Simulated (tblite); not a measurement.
Species: C₄H₉Ga.
Cartesian coordinates in Å at the GFN2-xTB level; atoms count from 1:
```xyz
14
C4H9Ga angstrom
C     -2.038   -1.487   -0.429
C     -0.720   -1.560   -0.275
Ga     0.378    0.120    0.054
C     -0.585    1.924    0.081
C      2.393   -0.069    0.355
H     -2.554   -0.534   -0.385
H     -2.668   -2.351   -0.606
H     -0.250   -2.543   -0.327
H      0.135    2.742    0.177
H     -1.157    2.087   -0.837
H     -1.284    1.995    0.918
H      2.907    0.888    0.221
H      2.608   -0.420    1.369
H      2.834   -0.791   -0.338
```

Calculated harmonic vibrations of the isolated species, GFN2-xTB (tblite), most abundant isotopes, no scaling. Errors from tens to a few hundred cm⁻¹ against measured bands are possible. The optimisation stopped once no atom felt more than 0.01 eV/Å.

Lowest wavenumbers of the output (negative numbers stand for imaginary wavenumbers):
```
mode    cm-1
  1     -27.3
  2      49.9
  3      74.8
  4      88.8
  5     121.1
  6     127.7
  7     231.2
  8     376.7
  9     433.1
 10     497.7
 11     513.5
 12     554.4
 13     589.7
 14     602.8
 15     647.0
```

Task: Is this structure a minimum?

Result: Not by this Hessian. 1 mode is imaginary beyond 20i (27i cm⁻¹), so at this level the point lies at or near a first-order saddle. The curvature is small, so loose convergence or finite differences may be the whole cause.

Task: Which atoms move in the imaginary mode?

Result: 27i: H13 (methyl hydrogen) 34 %, H12 (methyl hydrogen) 31 %, H14 (methyl hydrogen) 28 %. These are shares of the mass-weighted motion.

Task: What is the remedy?

Result: Step along that mode in both directions, optimise again with tighter thresholds and repeat the frequencies. The zero-point energy of this point (67.2 kcal/mol) counts the 35 real modes alone, and thermal corrections from it aren't those of a minimum.
